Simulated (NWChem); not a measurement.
Everything below was run with NWChem. System: tin monoxide (OSn), charge 0, spin multiplicity 1, at a geometry optimised with PBE0/def2-SVP with def2 effective core potentials on Sn. Level: HF/def2-SVPD with def2 effective core potentials on Sn.

Part of the output:

```
             Northwest Computational Chemistry Package (NWChem) 7.3.0
             --------------------------------------------------------

                                NWChem Input Module
                                -------------------

 Scaling coordinates for geometry "geometry" by  1.889725989
 (inverse scale =  0.529177249)

 Turning off AUTOSYM since
 SYMMETRY directive was detected!

                             Geometry "geometry" -> ""
                             -------------------------

 Output coordinates in angstroms (scale by  1.889725989 to convert to a.u.)

  No.       Tag          Charge          X              Y              Z
 ---- ---------------- ---------- -------------- -------------- --------------
    1 Sn                  50.0000     0.00000000     0.00000000     0.25356600
    2 O                    8.0000     0.00000000     0.00000000    -1.58478900

 Effective nuclear repulsion energy (a.u.)     115.1414713697

            Nuclear Dipole moment (a.u.)
            ----------------------------
        X                 Y               Z
 ---------------- ---------------- ----------------
     0.0000000000     0.0000000000    -0.0000226767

      Symmetry information
      --------------------

 Group name             C2v
 Group number             16
 Group order               4
 No. of unique centers     2

      Symmetry unique atoms

     1    2


 Summary of "ao basis" -> "" (spherical)
 ------------------------------------------------------------------------------
       Tag                 Description            Shells   Functions and Types
 ---------------- ------------------------------  ------  ---------------------
 *                         def2-svpd                  on all atoms

                                 NWChem DFT Module
                                 -----------------

 Summary of "ao basis" -> "ao basis" (spherical)
 ------------------------------------------------------------------------------
       Tag                 Description            Shells   Functions and Types
 ---------------- ------------------------------  ------  ---------------------
 Sn                        def2-svpd                12       32   5s4p3d
 O                         def2-svpd                 9       23   4s3p2d

 Summary of "ao basis" -> "ao basis" (spherical)
 ------------------------------------------------------------------------------
       Tag                 Description            Shells   Functions and Types
 ---------------- ------------------------------  ------  ---------------------
 Sn                        def2-svpd                12       32   5s4p3d
 O                         def2-svpd                 9       23   4s3p2d

            General Information
            -------------------
          SCF calculation type: DFT
          Wavefunction type:  closed shell.
          No. of atoms     :     2
          No. of electrons :    30
           Alpha electrons :    15
            Beta electrons :    15
          Charge           :     0
          Spin multiplicity:     1
          Use of symmetry is: off; symmetry adaption is: off
          Maximum number of iterations: 100
          AO basis - number of functions:    55
                     number of shells:    21
          Convergence on energy requested:  1.00D-06
          Convergence on density requested:  1.00D-05
          Convergence on gradient requested:  5.00D-04

              XC Information
              --------------
                     Hartree-Fock (Exact) Exchange  1.000

          Convergence Information
          -----------------------
          Convergence aids based upon iterative change in
          total energy or number of iterations.
          Levelshifting, if invoked, occurs when the
          HOMO/LUMO gap drops below (HL_TOL):  1.00D-02
          DIIS, if invoked, will attempt to extrapolate
          using up to (NFOCK): 10 stored Fock matrices.

                    Damping( 0%)  Levelshifting(0.5)       DIIS
                  --------------- ------------------- ---------------
          dE  on:    start            ASAP                start
          dE off:    2 iters        100 iters           100 iters
[...]
    12      0.159550  1 Sn px                43      0.116522  2 O  px
    13     -0.098497  1 Sn py                21     -0.078973  1 Sn d  1
    44     -0.071934  2 O  py                 9     -0.057384  1 Sn px

 Vector   15  Occ=2.000000D+00  E=-3.867476D-01
              MO Center=  2.2D-14, -7.8D-16, -1.9D-01, r^2= 3.1D+00
   Bfn.  Coefficient  Atom+Function         Bfn.  Coefficient  Atom+Function
  ----- ------------  ---------------      ----- ------------  ---------------
    39      0.427877  2 O  pz                14     -0.373662  1 Sn pz
     4     -0.351857  1 Sn s                  3     -0.332722  1 Sn s
    42      0.312754  2 O  pz                17     -0.183326  1 Sn pz
     2      0.140516  1 Sn s                 11      0.134074  1 Sn pz
     8      0.126920  1 Sn pz                 1      0.119051  1 Sn s

 Vector   16  Occ=0.000000D+00  E= 7.630950D-03
              MO Center= -1.3D-14, -2.4D-14,  5.1D-01, r^2= 4.3D+00
   Bfn.  Coefficient  Atom+Function         Bfn.  Coefficient  Atom+Function
  ----- ------------  ---------------      ----- ------------  ---------------
    16      0.676631  1 Sn py                15      0.383997  1 Sn px
    13      0.295020  1 Sn py                41     -0.184092  2 O  py
    38     -0.180147  2 O  py                12      0.167428  1 Sn px
    29      0.158553  1 Sn d -1              10     -0.112759  1 Sn py
     7     -0.106596  1 Sn py                40     -0.104475  2 O  px

 Vector   17  Occ=0.000000D+00  E= 7.630950D-03
              MO Center=  1.2D-14, -1.2D-14,  5.1D-01, r^2= 4.3D+00
   Bfn.  Coefficient  Atom+Function         Bfn.  Coefficient  Atom+Function
  ----- ------------  ---------------      ----- ------------  ---------------
    15      0.676631  1 Sn px                16     -0.383997  1 Sn py
    12      0.295020  1 Sn px                40     -0.184092  2 O  px
    37     -0.180147  2 O  px                13     -0.167428  1 Sn py
    31     -0.158553  1 Sn d  1               9     -0.112759  1 Sn px
     6     -0.106596  1 Sn px                41      0.104475  2 O  py

 Vector   18  Occ=0.000000D+00  E= 6.771264D-02
              MO Center= -2.4D-15,  8.8D-15,  5.6D-01, r^2= 1.3D+01
   Bfn.  Coefficient  Atom+Function         Bfn.  Coefficient  Atom+Function
  ----- ------------  ---------------      ----- ------------  ---------------
     5      2.896036  1 Sn s                  4     -1.710262  1 Sn s
    36     -1.193417  2 O  s                 17     -0.607507  1 Sn pz
    35      0.155838  2 O  s                 45     -0.143508  2 O  pz
    30      0.134658  1 Sn d  0              14     -0.093790  1 Sn pz
     2      0.081873  1 Sn s                  1      0.070494  1 Sn s

 center of mass
 --------------
 x =   0.00000000 y =   0.00000000 z =   0.06417789

 moments of inertia (a.u.)
 ------------------
         169.976453285028           0.000000000000           0.000000000000
           0.000000000000         169.976453285028           0.000000000000
           0.000000000000           0.000000000000           0.000000000000

     Multipole analysis of the density
     ---------------------------------

     L   x y z        total         alpha         beta         nuclear
     -   - - -        -----         -----         ----         -------
     0   0 0 0     -0.000000    -15.000000    -15.000000     30.000000

     1   1 0 0     -0.000000     -0.000000     -0.000000      0.000000
     1   0 1 0     -0.000000     -0.000000     -0.000000      0.000000
     1   0 0 1      2.201283      7.809036      7.809036    -13.416790

     2   2 0 0    -19.933255     -9.966627     -9.966627      0.000000
     2   1 1 0      0.000000      0.000000      0.000000      0.000000
     2   1 0 1      0.000000      0.000000      0.000000      0.000000
     2   0 2 0    -19.933255     -9.966627     -9.966627      0.000000
     2   0 1 1     -0.000000     -0.000000     -0.000000      0.000000
     2   0 0 2    -29.667140    -53.234930    -53.234930     76.802720

 *** CALLING NEW AORESP DRIVER FOR CLOSED AND OPEN SHELLS ***
 Entering AOResponse driver routine

--------------------------------------------------------------------------------

          ****************
          *** RESPONSE ***
          ****************

 Response module for NWChem and dynamic CPKS solver

          -----------------------------------------------
          Solving response equations for perturbing field
          -----------------------------------------------

 number of frequencies:     1
 frequency in a.u.:  0.7730000E-01
 Perturbing field: electric
 Using El. Dipole Length Gauge

 Setting up CPKS with frequency omega =      0.07730000 a.u.

                            NWChem Dynamic CPHF Module
                            --------------------------

    scftype = RHF
    nclosed =   15
      nopen =    0
  variables =     1200
  num. vecs =        3
  tolerance =   1.0D-04
  max. iter =   50

 SCF residual:    2.4915895911672382E-005

Iterative solution of linear equations
  No. of variables     1200
  No. of equations        3
  Maximum subspace       30
       Convergence  1.0D-04

 ga_lkain filestub:cphf_sol
 ga_lkain filesoln:./mol.cphf_sol

   iter   nsub   residual    time
   ----  ------  --------  ---------
     1      3    3.67D+00       3.8
     2      6    2.85D+00       5.9
     3      9    4.00D-01       9.1
     4     12    1.32D-01      12.1
     5     15    5.19D-02      15.2
     6     18    1.30D-02      18.3
     7     21    4.96D-03      21.4
     8     24    1.07D-03      24.7
     9     27    2.61D-04      28.0
    10     30    4.68D-05      31.4

 Electric Dipole Response Matrix (nonzero elements):

              1        2        3
    1   40.0840   0.0000   0.0000
    2   -0.0000  40.0840   0.0000
    3   -0.0000   0.0000  49.8275

 ------------------------------------------
 average:        43.33186 + I       0.00000

 DFT Linear Response polarizability / au
 Frequency  =       0.0773000 / au
 Wavelength =     589.4353558 / nm
              X              Y              Z
 -----------------------------------------------
 X      40.0840401      0.0000000      0.0000000
 Y      -0.0000000     40.0840401      0.0000000
 Z      -0.0000000      0.0000000     49.8274932
 -----------------------------------------------
 Eigenvalues =      40.0840401     40.0840401     49.8274932
 Isotropic   =      43.3318578
 Anisotropic =       9.7434531
 -----------------------------------------------

 Magnetic Dipole Response Matrix (nonzero elements):
 Optical rotation tensor Beta

              1        2        3
    1   -0.0000  48.6197  -0.0000
    2  -48.6197   0.0000  -0.0000
    3   -0.0000  -0.0000   0.0000

 ------------------------------------------
 average:        -0.00000 + I       0.00000

 Exiting AOResponse driver routine

          -------------
          Dipole Moment
          -------------

 Center of charge (in au) is the expansion point
         X =       0.0000000 Y =       0.0000000 Z =      -0.4472263

   Dipole moment        2.2012828732 A.U.
             DMX       -0.0000000000 DMXEFC        0.0000000000
             DMY       -0.0000000000 DMYEFC        0.0000000000
             DMZ        2.2012828732 DMZEFC        0.0000000000
   -EFC- dipole         0.0000000000 A.U.
   Total dipole         2.2012828732 A.U.

   Dipole moment        5.5951452592 Debye(s)
             DMX       -0.0000000000 DMXEFC        0.0000000000
             DMY       -0.0000000000 DMYEFC        0.0000000000
             DMZ        5.5951452592 DMZEFC        0.0000000000
   -EFC- dipole         0.0000000000 DEBYE(S)
   Total dipole         5.5951452592 DEBYE(S)

 1 a.u. = 2.541766 Debyes

 Task  times  cpu:       31.4s     wall:       31.4s

 Total times  cpu:       31.5s     wall:       31.5s
```

Q: Write an NWChem input that would produce this output.

A: Several could match; the one computed here: 
```
start mol
memory heap 200 mb stack 900 mb global 1100 mb
geometry units angstroms nocenter noautoz
  Sn     0.000000     0.000000     0.253566
  O      0.000000     0.000000    -1.584789
  symmetry group C2v
end
basis spherical
  * library def2-svpd
end
ecp
  Sn library def2-ecp
end
dft
  xc hfexch
  semidirect memsize 60000000 filesize 0
  iterations 100
end
property
  dipole
  response 1 0.0773
end
task dft property
```
